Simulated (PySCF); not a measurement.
# Vertical excitation energies

C3H7F3P2.
Bonds: C1–C2, C2–P3, P3–P4, P3–C5, C5–F6, C5–F7, C5–F8. Hydrogens: H9, H10, H11 on C1; H12, H13 on C2; H14, H15 on P4.

Level of theory: PySCF, TDDFT CAM-B3LYP/def2-SVPD, vertical, gas phase, core orbitals frozen in the response. The structure is a single GFN2-xTB conformer in the gas phase; no vibrational or solvent corrections. Torsions of this conformer, `[CH3:1][CH2:2][P:3]([PH2:4])[C:5]([F:6])([F:7])[F:8]`: C1–C2–P3–P4 -72°, C2–P3–C5–F6 59°, H–P4–P3–C2 -166°, H–P4–P3–C2 102°.

```json
{"state": "S1", "E (eV)": "5.83", "λ (nm)": "212.7", "ν̃ (cm⁻¹)": "47010", "f": "0.065", "|μ| (D)": "1.72", "main configurations (H = HOMO, L = LUMO)": "H→L+1 (49%), H→L (32%)"}
{"state": "S2", "E (eV)": "5.98", "λ (nm)": "207.3", "ν̃ (cm⁻¹)": "48230", "f": "0.176", "|μ| (D)": "2.78", "main configurations (H = HOMO, L = LUMO)": "H→L (62%), H→L+1 (26%)"}
{"state": "S3", "E (eV)": "6.54", "λ (nm)": "189.6", "ν̃ (cm⁻¹)": "52750", "f": "0.0058", "|μ| (D)": "0.49", "main configurations (H = HOMO, L = LUMO)": "H→L+3 (86%)"}
{"state": "S4", "E (eV)": "6.66", "λ (nm)": "186.2", "ν̃ (cm⁻¹)": "53710", "f": "0.012", "|μ| (D)": "0.70", "main configurations (H = HOMO, L = LUMO)": "H→L+2 (84%)"}
{"state": "S5", "E (eV)": "7.61", "λ (nm)": "162.9", "ν̃ (cm⁻¹)": "61380", "f": "0.0070", "|μ| (D)": "0.49", "main configurations (H = HOMO, L = LUMO)": "H-1→L (40%), H→L+5 (29%), H→L+7 (12%)"}
{"state": "S6", "E (eV)": "7.76", "λ (nm)": "159.7", "ν̃ (cm⁻¹)": "62630", "f": "0.014", "|μ| (D)": "0.69", "main configurations (H = HOMO, L = LUMO)": "H→L+4 (33%), H-1→L (23%), H→L+5 (21%)"}
{"state": "S7", "E (eV)": "7.90", "λ (nm)": "156.9", "ν̃ (cm⁻¹)": "63750", "f": "0.017", "|μ| (D)": "0.75", "main configurations (H = HOMO, L = LUMO)": "H→L+4 (27%), H-1→L+1 (19%), H→L+5 (17%)"}
{"state": "S8", "E (eV)": "7.98", "λ (nm)": "155.4", "ν̃ (cm⁻¹)": "64340", "f": "0.046", "|μ| (D)": "1.24", "main configurations (H = HOMO, L = LUMO)": "H→L+4 (25%), H-2→L (25%), H-1→L (12%)"}
```

Triplets (Tamm–Dancoff): T1 4.62 eV, H→L (89%); T2 5.07 eV, H→L+1 (61%), H→L+2 (16%), H→L+5 (9%); T3 5.67 eV, H→L+3 (75%), H-1→L+3 (9%).

The lowest singlet lies at 5.83 eV (213 nm, ultraviolet) and is of moderate strength; its leading configuration is HOMO→LUMO+1 (49%). The strongest level in the table is S2 at 5.98 eV (207 nm, f = 0.176). Löwdin shares by element: HOMO phosphorus 78%, carbon 7% or more (atoms not listed hold the other 16%); LUMO phosphorus 70%, hydrogen 6% or more, carbon 5% or more (atoms not listed hold the other 19%). Weighted by f, the mean energy of these states is 6.46 eV. Of the 8 states listed, 6 reach f = 0.01 and none stays under 0.0005. The oscillator strengths of these states sum to 0.343; summed over the whole spectrum of an exact calculation they would give the number of electrons, 82 (Thomas–Reiche–Kuhn). Singlets were solved by full linear response, triplets in the Tamm–Dancoff approximation.

Hardware: one thread, AMD EPYC (x86_64), shared host with 64 logical CPUs at a one-minute load of 60. Cost: 2.0 min of wall time, 1.1 GiB resident at most.
